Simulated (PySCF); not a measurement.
Diboron tetrafluoride, B2F4, SMILES FB(F)B(F)F (CAM-B3LYP/def2-SVP optimised geometry):

```
6

F     -1.281    -1.616     1.119
B     -0.923    -1.022     0.000
F     -1.298    -1.604    -1.120
B     -0.018     0.439     0.000
F      1.298     0.439     0.000
F     -0.608     1.616     0.000
```

Calculation: CAM-B3LYP/def2-TZVP run with PySCF.

### Question
What are the frontier orbital energies and the dipole moment?

### Answer
HOMO-2 -14.12 eV, HOMO-1 -14.11 eV, HOMO -11.58 eV, LUMO 0.22 eV, LUMO+1 0.26 eV; dipole moment 0.01 D.

On the same geometry PBE/def2-TZVP in PySCF gives HOMO-2 -10.34 eV, HOMO-1 -10.33 eV, HOMO -8.32 eV, LUMO -1.87 eV, LUMO+1 -1.84 eV; dipole moment 0.01 D.

Meta-Löwdin charges at CAM-B3LYP/def2-TZVP: F1 -0.27, B2 0.55, F3 -0.27, B4 0.55, F5 -0.27, F6 -0.27.
